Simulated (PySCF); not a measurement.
CH₄BBrO, SMILES CB(O)Br.

Geometry optimised at PBE0-D3(BJ)/def2-SVP. The values are those of a single conformer.

Computed with PBE/def2-TZVP in PySCF.

Isolated molecule, no solvent.

Computed frontier levels, gap, dipole moment and polarisability:
| Property | Result |
|---|---|
| highest occupied level | -6.99 eV |
| lowest empty level | -1.04 eV |
| orbital gap | 5.95 eV |
| dipole moment | 0.72 D |
| quadrupole, principal values (traceless, Buckingham form, about the centre of nuclear charge) | -4.41, -0.65, 5.06 D·Å |
| mean static polarisability | 51.1 bohr³ (7.58 Å³) |
| polarisability, principal values | 39.7, 51.3, 62.4 bohr³ |
